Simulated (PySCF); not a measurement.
**A small calculation by hand: dipole moment from atomic charges**

Si(H)(F)(OH)(NH2) (FH₄NOSi), SMILES N[SiH](O)F. Atoms are numbered in the order given.

```xyz
8

Si    -0.0326    -0.1816    -0.2878
N      1.4958    -0.5129     0.3725
O     -0.1287     1.4543    -0.5168
F     -1.2918    -0.5564     0.6841
H     -0.2287    -1.0022    -1.5036
H      1.9465    -1.4151     0.2840
H      1.9311     0.0835     1.0664
H     -1.0079     1.8399    -0.4473
```

Coordinates come from a ωB97X-D3(BJ)/def2-SVP optimisation. One conformer was computed; it need not be the lowest.

Charges (e) from PySCF with PBE0/def2-TZVPD:

```
atom     IAO  ESP fit
----  ------  -------
Si1    1.482    0.977
N2    -0.885   -1.042
O3    -0.809   -0.648
F4    -0.559   -0.367
H5    -0.182   -0.138
H6     0.288    0.395
H7     0.286    0.423
H8     0.380    0.401
```

The dipole moment of the full density is 0.90 D.

What dipole moment does each set of point charges give, and which comes closer to that of the density?


μ = Σ q r, and 1 e Å = 4.8032 D.
IAO: Σ q r = (0.226, -0.183, -0.230) e Å, |μ| = 1.78 D.
ESP fit: Σ q r = (0.180, -0.029, 0.006) e Å, |μ| = 0.88 D.
ESP fit comes closer in size. Point charges leave out the atoms' own dipoles (lone pairs, polarised bonds); fits to the potential absorb them, partitions of the density don't.
